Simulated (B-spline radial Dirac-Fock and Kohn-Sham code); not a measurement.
# Kohn-Sham estimates against Dirac-Fock for the levels of F

System: the F atom in the configuration [He] 2s1 2p6 (an excited configuration).

The density-functional columns are spherical, spin-unpolarised Dirac-Kohn-Sham results without Breit or QED terms: −ε is minus the orbital energy of the initial state and ΔSCF the difference of two total energies. The reference in the last column comes from Dirac-Fock energy differences between relaxed states, corrected for Breit and QED terms. All numbers are from a radial atomic solver, in eV; a selection of levels is shown.

```tsv
level	LDA −ε	LDA ΔSCF	Dirac-Fock
L1	30.14	38.56	43.57
L2	11.75	19.88	16.18
L3	11.68	19.80	16.12
```

Values without a named source are computed, but for edge energies of neutral atoms, which are taken from tables.
